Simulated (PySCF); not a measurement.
A structure optimised at TPSSh-D3(BJ)/def2-SVP, used in a PySCF frequency run:

```
B
Cl 1 1.7581
Cl 1 1.7610 2 119.71
S 1 1.7963 2 117.72 3 180.00
H 4 1.3520 1 96.51 2 -180.00
```

**Question.** Write its SMILES, formula and point group.

**Answer.** SB(Cl)Cl, BCl₂HS, Cs

**Question.** What are its rotational constants (standard atomic weights)?

**Answer.** 3.1267, 3.0286, 1.5384 GHz
